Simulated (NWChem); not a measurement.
System: HTeOI; SMILES O[Te]I

Here is an NWChem input.

```
start job
memory heap 200 mb stack 900 mb global 1100 mb
geometry units angstroms noautoz
  Te     0.258630     1.186461    -0.018585
  I      0.041575    -1.518460     0.011823
  O     -1.652827     1.714550     0.088176
  H     -2.007161     1.694160    -0.811585
end
basis spherical
  * library def2-svpd
end
ecp
  Te library def2-ecp
  I library def2-ecp
end
dft
  xc b3lyp
  iterations 150
end
tddft
  cis
  nroots 8
  notriplet
end
task tddft energy
```

NWChem printed, in part:

```
             Northwest Computational Chemistry Package (NWChem) 7.3.0
             --------------------------------------------------------

 C1  symmetry detected

                             Geometry "geometry" -> ""
                             -------------------------

 Output coordinates in angstroms (scale by  1.889725989 to convert to a.u.)

  No.       Tag          Charge          X              Y              Z
 ---- ---------------- ---------- -------------- -------------- --------------
    1 Te                  52.0000     0.29761415     1.20638824     0.00219247
    2 I                   53.0000    -0.01466843    -1.48936994     0.00380238
    3 O                    8.0000    -1.59627303     1.80059281     0.06587938
    4 H                    1.0000    -1.92832463     1.79967583    -0.84256934

 Effective nuclear repulsion energy (a.u.)     732.4995148194

                                 NWChem DFT Module
                                 -----------------

 Summary of "ao basis" -> "ao basis" (spherical)
 ------------------------------------------------------------------------------
       Tag                 Description            Shells   Functions and Types
 ---------------- ------------------------------  ------  ---------------------
 Te                        def2-svpd                13       35   5s5p3d
 I                         def2-svpd                13       35   5s5p3d
 O                         def2-svpd                 9       23   4s3p2d
 H                         def2-svpd                 4        8   2s2p

            General Information
            -------------------
          SCF calculation type: DFT
          Wavefunction type:  closed shell.
          No. of atoms     :     4
          No. of electrons :    58
           Alpha electrons :    29
            Beta electrons :    29
          Charge           :     0
          Spin multiplicity:     1
          Use of symmetry is: off; symmetry adaption is: off
          Maximum number of iterations: 150
          AO basis - number of functions:   101
                     number of shells:    39
          Convergence on energy requested:  1.00D-06
          Convergence on density requested:  1.00D-05
          Convergence on gradient requested:  5.00D-04

[...]

                                NWChem TDDFT Module
                                -------------------

            General Information
            -------------------
           No. of orbitals :     202
            Alpha orbitals :     101
             Beta orbitals :     101
        Alpha frozen cores :       0
         Beta frozen cores :       0
     Alpha frozen virtuals :       0
      Beta frozen virtuals :       0
         Spin multiplicity :       1
    Number of AO functions :     101
        Use of symmetry is : off
      Symmetry adaption is : off
         Schwarz screening :  0.10D-07

              XC Information
              --------------
                  B3LYP Method XC Potential
              Hartree-Fock (Exact) Exchange   0.20
                 Slater Exchange Functional   0.80 local
             Becke 1988 Exchange Functional   0.72 non-local
       Lee-Yang-Parr Correlation Functional   0.81
           VWN I RPA Correlation Functional   0.19 local

             TDDFT Information
             -----------------
          Calculation type : Tamm-Dancoff TDDFT
         Wavefunction type : Restricted singlets
          No. of electrons :      58
           Alpha electrons :      29
            Beta electrons :      29
              No. of roots :       8
          Max subspacesize :    5600
            Max iterations :     100
               Target root :       1
           Target symmetry : none
      Symmetry restriction : off
                 Algorithm : Optimal
        Davidson threshold :  0.10D-03

    8 smallest eigenvalue differences (eV)
--------------------------------------------------------
  No. Spin  Occ  Vir  Irrep   E(Occ)    E(Vir)   E(Diff)
--------------------------------------------------------
    1    1   29   30 a        -0.228    -0.114     3.106
    2    1   29   31 a        -0.228    -0.088     3.815
    3    1   28   30 a        -0.285    -0.114     4.672
    4    1   27   30 a        -0.297    -0.114     4.998
    5    1   28   31 a        -0.285    -0.088     5.381
    6    1   26   30 a        -0.321    -0.114     5.632
    7    1   27   31 a        -0.297    -0.088     5.707
    8    1   29   32 a        -0.228    -0.003     6.111
--------------------------------------------------------

  Entering Davidson iterations
  Restricted singlet excited states

  Iter   NTrls   NConv    DeltaV     DeltaE      Time
  ----  ------  ------  ---------  ---------  ---------
    1      8       0     0.17E+00   0.10+100       12.7
    2     16       0     0.54E-01   0.45E-01       12.8
    3     24       0     0.37E-01   0.19E-01       13.0
    4     32       2     0.55E-01   0.15E-01       12.9
    5     38       4     0.93E-02   0.31E-02       12.0
    6     42       6     0.15E-02   0.88E-04       10.9
    7     44       7     0.22E-03   0.15E-05       10.2
    8     45       8     0.44E-04   0.37E-07        9.5
  ----  ------  ------  ---------  ---------  ---------
  Convergence criterion met

  Ground state a        -641.689482433126 a.u.

  ----------------------------------------------------------------------------
  Root   1 singlet a              0.079230141 a.u.                2.1560 eV
  ----------------------------------------------------------------------------
     Transition Moments    X -0.00228   Y -0.02174   Z  0.16234
     Dipole Oscillator Strength                    0.0014172270
     Electric Quadrupole                           0.0000000008
     Magnetic Dipole                               0.0000001021
     Total Oscillator Strength                     0.0014173299

[...]
```

Level: B3LYP/def2-SVPD with def2 effective core potentials on Te, I, TDA. Structure relaxed at the PBE0/def2-SVP level. def2 effective core potentials on Te, I; no spin-orbit coupling.
